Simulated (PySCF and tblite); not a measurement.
Values are calculated unless marked as measured or tabulated.
## Rotation: stationary points, barriers and rates

System: CH8BN3Si2, numbered as in [N:1]#[C:2][SiH2:3][N:4]([SiH3:5])[BH:6][NH2:7].

Motion: rotation about the B6–N7 bond (torsion N4–B6–N7–H from 178° to 362°, rising). The path came from a restrained scan, a climbing-image band and a saddle search at GFN2-xTB; energies are revPBE/pcSseg-1 + D3(BJ)//GFN2-xTB, thermal terms GFN2-xTB. Rates follow Eyring's equation with the number of equivalent paths and no tunnelling. Shieldings: GIAO at the same DFT level; methyl-like tops are averaged, other torsions stay as in the two minima; line shapes leave out couplings; of unlike H on one atom, [a] is the less shielded. (PySCF 2.14 with density fitting, tblite 0.8.)

```json
{"point": "start", "symmetry": "C1", "E(GFN2) kcal/mol": "0.0", "E(DFT) kcal/mol": "0.0", "ZPE change kcal/mol": "0.00", "lowest mode cm⁻¹": "24", "dipole D": "2.50"}
{"point": "saddle", "symmetry": "C1", "E(GFN2) kcal/mol": "11.8", "E(DFT) kcal/mol": "13.3", "ZPE change kcal/mol": "-0.55", "lowest mode cm⁻¹": "159i", "dipole D": "3.98"}
{"point": "end", "symmetry": "C1", "E(GFN2) kcal/mol": "0.0", "E(DFT) kcal/mol": "0.0", "ZPE change kcal/mol": "0.00", "lowest mode cm⁻¹": "24", "dipole D": "2.50"}
```

```
Electronic barrier                                      : 13.3 kcal/mol
Barrier with zero-point energy                          : 12.7 kcal/mol
ΔH‡ (298 K)                                             : 12.2 kcal/mol
ΔS‡ (298 K, symmetry apart)                             : -3.7 cal/(mol K)
Paths                                                   : 2 equivalent paths
End point                                               : the same structure with atoms interchanged, or its mirror image
Mean lifetime of the start against this motion at 298 K : 500 µs
Cost                                                    : 86 s on 1 thread of Arm Neoverse V2, on a host shared with other jobs (rough), peak memory 0.68 GiB, launched as `OMP_NUM_THREADS=1 python ens_run.py task.json out`
```

| T/K | ΔG‡ kcal/mol | k s⁻¹ |
| --- | --- | --- |
| 150 | 13.0 | 7.4×10⁻⁷ |
| 200 | 13.1 | 0.04 |
| 250 | 13.2 | 28 |
| 298 | 13.4 | 1990 |
| 350 | 13.5 | 5.3×10⁴ |
| 400 | 13.7 | 5.7×10⁵ |
| 500 | 14.0 | 1.6×10⁷ |

ΔG and ΔG‡ leave out symmetry numbers and mirror images; rates count paths: 2 out.

Sites that the motion interchanges:

```
nucleus         site   ppm          scale
     ¹H  H on N7 [b]  3.61  δ against TMS
     ¹H  H on N7 [a]  3.76  δ against TMS
```

| nucleus | sites | ¹H MHz | spread Hz | coalescence K | k there s⁻¹ |
| --- | --- | --- | --- | --- | --- |
| ¹H | H on N7 [b] / H on N7 [a] | 90 | 14 | 251 | 31 |
| ¹H | H on N7 [b] / H on N7 [a] | 270 | 43 | 262 | 94 |
| ¹H | H on N7 [b] / H on N7 [a] | 500 | 79 | 269 | 175 |
